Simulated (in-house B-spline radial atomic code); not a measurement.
The numbers below are computed, except where a source is named.
C6 from the polarisability at imaginary frequency: Sn V (Sn4+)

LC-wPBE linear response of the closed shell [Kr] 4d10, from a B-spline radial code for spherical atoms; scalar-relativistic (spin-free one-electron X2C), finite nucleus, no spin-orbit coupling; shells from n = 2 respond.

The dispersion coefficient of two like species is C6 = (3/π) ∫ α(iu)² du from 0 to ∞.

```csv
u (hartree),α(iu) (bohr³)
0,2.392
0.335,2.315
0.783,2.047
1.34,1.657
2.24,1.148
3.35,0.7537
5.03,0.4422
7.83,0.2282
11.2,0.1303
16.8,0.06889
28,0.03081
55.9,0.009865
```

Question: Fit one oscillator, α(iu) = α(0)/(1 + u²/ω²), through u = 3.35 and estimate C6.

Answer: From α(0)/α(iu) − 1 = 2.392/0.7537 − 1 = 2.1737, ω = u/√2.1737 = 2.2722 hartree (61.8 eV). London's formula gives C6 = (3/4) α(0)² ω = 0.75 × 2.392² × 2.2722 = 9.751 hartree·bohr⁶, and the oscillator holds f = α(0) ω² = 12.35 electrons, of a sum of oscillator strengths of 44.5.

Question: How does that compare with the full integral?

Answer: The program's quadrature over all excitations gives C6 = 9.292, so the single oscillator is off by +4.9 %. At the last point the fit gives α = 0.00395 against 0.00987: higher excitations, and deeper shells where there are any, keep the true curve higher at large u.
